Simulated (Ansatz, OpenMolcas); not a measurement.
# AlPNH4OF (SMILES [NH2][Al]([F])[PH]O): the energy, rung by rung

AlPNH4OF has 9 atoms, charge 0, and is taken as a singlet. SMILES: `[NH2][Al]([F])[PH]O`. The shape is that of a PBE0-D4/def2-TZVP optimisation. This is one conformer, not always the lowest.

```xyz
9

N     1.4892    1.0046   -0.1858
Al    0.8824   -0.5729    0.2852
F     1.9053   -1.6774    0.9660
P    -1.3227   -1.1961   -0.1584
O    -1.8899    0.3511   -0.4715
H     0.8939    1.7227   -0.5659
H     2.4317    1.3389   -0.0724
H    -1.6432   -1.3102    1.2303
H    -2.6581    0.2930   -1.0446
```

Each level gives the energy change with the P4–H8 bond stretched from 1.430 to 1.859 Å (eV). The values are calculated.

| level | kind | program | value (eV) | CPU time (all runs) |
| --- | --- | --- | --- | --- |
| HF/def2-SVP (unrestricted) | Hartree–Fock | OpenMolcas | 1.13 | 23 s |
| SVWN5/def2-SVP (restricted) | LDA | OpenMolcas | 0.76 | 55 s |
| revPBE/def2-SVP (restricted) | GGA | Ansatz | 0.75 | 17 s |
| r2SCAN/def2-SVP (restricted) | meta-GGA | OpenMolcas | 0.86 | 96 s |
| M06-2X/def2-SVP (restricted) | hybrid meta-GGA | OpenMolcas | 0.96 | 86 s |
| HSE06/def2-SVP (restricted) | range-separated hybrid | Ansatz | 0.91 | 23 s |
| PBE-QIDH/def2-SVP (restricted) | double hybrid | Ansatz | 1.03 | 32 s |
| RPA@PBE0/def2-SVP (restricted) | RPA | Ansatz | 0.95 | 38 s |
| CCSD/def2-SVP (restricted) | coupled cluster or CI | Ansatz | 0.96 | 59 s |

The first shape isn't each level's own minimum. The values span 0.75 to 1.13 eV. CPU times are rough (shared hosts, several kinds of processor and program).
